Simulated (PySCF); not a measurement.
Gas-phase reaction: BF(OH)₂ + SF₆ ⇌ BF₃ + SF₂ + 2 HOF, at 600 K and a standard pressure of 1 bar. Level: LDA/def2-TZVP†.

Energies from PySCF, thermal terms from the rigid-rotor harmonic-oscillator model, ideal gas at 1 bar. † marks an energy on the PBE0/def2-TZVP geometry and frequencies. All species are closed-shell singlets. BF(OH)₂: computed as isolated molecules; such fragments, hydroxides, amides, oligomers or adducts are transient or little studied in the gas. The harmonic model lacks anharmonicity and excited electronic states, which grow with temperature; levels with a mode under 35 cm⁻¹ are left out. Internal rotation in BF(OH)₂ is treated as a harmonic vibration of one conformer, which makes the entropy rough.

| species | E (Ha) | H(600 K) − E (kJ/mol) | S°(600 K) (J/mol/K) |
|---|---|---|---|
| BF(OH)₂ | -274.66570 | 134.8 | 330.8 |
| SF₆ | -992.40548 | 109.5 | 374.8 |
| BF₃ | -322.54975 | 62.7 | 295.7 |
| SF₂ | -595.31919 | 38.4 | 291.9 |
| HOF | -174.44571 | 59.0 | 252.7 |
E: electronic energy; H − E holds the zero-point and thermal terms. 1 Ha = 2625.5 kJ/mol.

Task: Work out ΔH°, ΔS°, ΔG° and log10 K from these numbers.

Result: 1. ΔE = 1×(-322.54975) + 1×(-595.31919) + 2×(-174.44571) − 1×(-274.66570) − 1×(-992.40548) = 0.31082 Ha = 816.1 kJ.
2. Δ(H − E) = 1×(62.7) + 1×(38.4) + 2×(59.0) − 1×(134.8) − 1×(109.5) = -25.2 kJ, so ΔH° = 790.9 kJ.
3. ΔS° = 1×(295.7) + 1×(291.9) + 2×(252.7) − 1×(330.8) − 1×(374.8) = 387.4 J/K; the number of gas molecules changes by +2.
4. ΔG° = ΔH° − TΔS° = 790.9 − 600×(387.4)/1000 = 558.5 kJ.
5. log10 K = −ΔG°/(RT ln 10) = -48.61, with RT ln 10 = 11.49 kJ/mol; at standard pressures the reactants are favoured.
6. A shift of 10 kJ in ΔE would move log10 K by 0.87 here.
For scale, ΔH°(298 K) is 795 kJ at this level, 670 kJ at ωB97M-V/def2-TZVP†, and runs from 520 to 950 kJ over the 20 levels computed.
